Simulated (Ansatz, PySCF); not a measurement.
Dimer: HF (SMILES F) (first 2 atoms) with SiH4 (SMILES [SiH4]); geometry from B3LYP-D3(BJ)/def2-TZVP, rigid monomers moved along the line of their centres of mass till H2···H4 is 3.12 Å.
(charge 0, multiplicity 1):
```csv
atom,x (Å),y (Å),z (Å)
F,-0.2022,-0.4294,-0.4678
H,-0.1008,-0.7705,0.3912
Si,0.0244,0.3655,4.4474
H,0.1101,-0.7867,3.5067
H,1.1121,1.3137,4.1327
H,0.1780,-0.1667,5.8175
H,-1.2940,1.0108,4.2847
```

Counterpoise-corrected where a basis set is named; no monomer relaxation.

Frozen-core correlation. CBS: X⁻³ extrapolation of the correlation energy, Hartree–Fock from the larger set.

Codes used: Ansatz (a quantum-chemistry and plane-wave program) with Gaussian orbitals; PySCF for the dispersion terms. Values without a source in brackets are computed.

PBE/def2-TZVPPD gives -0.35 kcal/mol for the interaction energy.

### Question
How do the other levels lie against it? Give each less PBE: PBE-D3(BJ)/def2-TZVPPD, r2SCAN/def2-TZVPPD, B3LYP/def2-TZVPPD, wB97M-V/def2-TZVPPD, MP2/CBS(aug-cc-pV(D+d)Z, aug-cc-pV(T+d)Z), CCSD(T)/CBS(aug-cc-pV(D+d)Z, aug-cc-pV(T+d)Z).

### Answer
PBE-D3(BJ)/def2-TZVPPD -0.15; r2SCAN/def2-TZVPPD 0.07; B3LYP/def2-TZVPPD 0.16; wB97M-V/def2-TZVPPD -0.02; MP2/CBS(aug-cc-pV(D+d)Z, aug-cc-pV(T+d)Z) 0.00; CCSD(T)/CBS(aug-cc-pV(D+d)Z, aug-cc-pV(T+d)Z) -0.02 kcal/mol. 2 of 6 lie above PBE; the widest gap is to B3LYP/def2-TZVPPD.
